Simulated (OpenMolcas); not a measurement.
An OpenMolcas run meant for N IV (ANO-RCC-VTZP, DKH3; inactive shells 1s; intended active space 2 electrons in 4 orbitals (2s 2p)). One step of its input:

```
&CASPT2
Multistate=3 1 2 3
Frozen=0 0
IPEA=-0.25
Imaginary=0.1
MaxIter=60
WThr=0.0 0.3 0.05
PrWF=0.5
NoMix
```

The run finished. Its levels beside those of a sound run (SS-CASPT2, IPEA 0.25 Eh, imaginary shift 0.1 Eh (closed shells correlated: 1s)), in cm⁻¹ above each run's lowest level:

```csv
Level,This run,Usual run
2s² ¹S₀,0.0,0.0
2s 2p ³P°₀,67139,67226
2s 2p ³P°₁,67209,67296
2s 2p ³P°₂,67350,67436
2s 2p ¹P°₁,132266,132925
2p² ³P₀,175752,175911
2p² ³P₁,175821,175981
2p² ³P₂,175958,176117
2p² ¹D₂,189793,190542
2p² ¹S₀,237069,237611
```

Q: Which setting is unsound, and how much does it matter here?

A: The IPEA shift is negative. Against the sound run the excited levels shown move by 300 cm-1 on average and by 750 cm-1 at most.

Levels of configurations outside the active space are missing.

° marks odd parity.
